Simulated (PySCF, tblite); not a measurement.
Question: Give a GFN2-xTB geometry of `Cc1nnc([Si](C)(C)C)s1`.

Answer: 
Z-matrix in Å and degrees, rows numbered from 1:
```
C 
C   1  1.4785
N   2  1.2838  1  124.88
N   3  1.3256  2  114.28  1  -179.96
C   4  1.2833  3  115.02  2     0.00
Si  5  1.8937  4  125.54  3   179.97
C   6  1.9069  5  106.93  4   120.88
C   6  1.9069  5  106.90  4  -120.90
C   6  1.8977  5  107.99  4    -0.02
S   2  1.7565  1  122.49  3  -179.96
H   1  1.0893  2  110.33  3  -120.43
H   1  1.0893  2  110.32  3   120.21
H   1  1.0866  2  109.10  3    -0.11
H   7  1.0855  6  111.04  5  -179.67
H   7  1.0863  6  111.35  5   -59.78
H   7  1.0865  6  111.42  5    60.39
H   8  1.0865  6  111.41  5   -60.51
H   8  1.0855  6  111.05  5   179.54
H   8  1.0863  6  111.36  5    59.67
H   9  1.0850  6  111.17  5   -59.68
H   9  1.0850  6  111.17  5    59.99
H   9  1.0855  6  110.96  5  -179.86
```

The 5-membered ring C2–N3–N4–C5–S10 has internal angles of 85.9° to 115.0°; it is planar, 0.00 Å rms from its mean plane, widest ring torsion 0°. Si6 (four-coordinate silicon) is tetrahedral (angles from 106.9° to 112.2°). S10 (thiophene-type sulfur) is bent (angle 85.9°). N3 (pyridine-type nitrogen) is bent (angle 114.3°).

Computed geometry: GFN2-xTB, gas phase.

Point group: Cs (tolerance 0.08 Å). Its lowest GFN2-xTB frequency is 12 cm⁻¹, too small to tell a flat minimum from a shallow saddle. 2 starts were optimised and ended at 0.00 and 0.08 kcal/mol (GFN2-xTB); the lowest of these is shown.
